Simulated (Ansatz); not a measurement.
Computed with Ansatz on PBE0-D4/def2-TZVP structures; ΔE is electronic, products minus reactants. CCSD(T)/CBS is the MP2 limit (def2-TZVPP, def2-QZVPP) plus CCSD(T) − MP2 in def2-TZVPP, frozen cores. DFT in def2-TZVPP. HSE06 is defined as in plane-wave codes. Elements past krypton have def2 core potentials. For Te outer-core shells are correlated without core-valence functions, which leaves a few kJ/mol of doubt a bond. Each species was taken in one conformer, which may not be the lowest.

`CC[TeH]` + `BNB` → `BN(B)CC` + H₂Te  (substitution at a C–Te bond)

Q: Is it downhill or uphill in electronic energy at CCSD(T)/CBS, and by how much? (Estimate.)

A: Ansatz gave: Uphill: ΔE = +7.5 kcal/mol.

Q: What do these levels give: LDA (SPW92), B97M-V, PBE0-D4, HSE06-D4, ωB97M-V, BLYP, r2SCAN, RPA@PBE/def2-TZVPP, CCSD/def2-SVP, CCSD(T)/def2-SVP, MP2/def2-TZVPP, SCS-MP2/def2-QZVPP? (Best estimate.)

A: Computed: LDA (SPW92) 3.1, B97M-V 5.6, PBE0-D4 6.2, HSE06-D4 6.3, ωB97M-V 5.8, BLYP 7.7, r2SCAN 6.6, RPA@PBE/def2-TZVPP 5.4, CCSD/def2-SVP 1.9, CCSD(T)/def2-SVP 1.7, MP2/def2-TZVPP 7.6, SCS-MP2/def2-QZVPP 8.0 kcal/mol.

Largest T1 diagnostic among the species: 0.011.

At CCSD(T), def2-SVP lies −5.8 kcal/mol from the extrapolated value and def2-TZVPP −1.5 kcal/mol. From BLYP to BHLYP (50 % exact exchange), in def2-TZVPP and without D4, ΔE moves by −1.3 kcal/mol.
